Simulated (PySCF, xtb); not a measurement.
C3F7, SMILES F[C](F)C(F)(F)C(F)(F)F (connectivity only; charge and spin as stated), charge +1, multiplicity 1.

GFN2-xTB (xtb 6.7.1) at its own geometry gives an orbital gap of 1.90 eV.

Coordinates come from a B3LYP-D3(BJ)/def2-SVP optimisation. The geometry has at least one imaginary mode, so it is a saddle point at that level. The spin state was assumed, not searched. The isomer is the one that the SMILES or the coordinates give; other isomers of the formula were not compared. Other conformers were not sampled.

**Question.** What does PBE0/def2-SVP (PySCF) give? (Estimate from the structure and the level; the computed values follow.)

**Answer.** gap 5.36 eV (levels -16.44 and -11.08 eV).
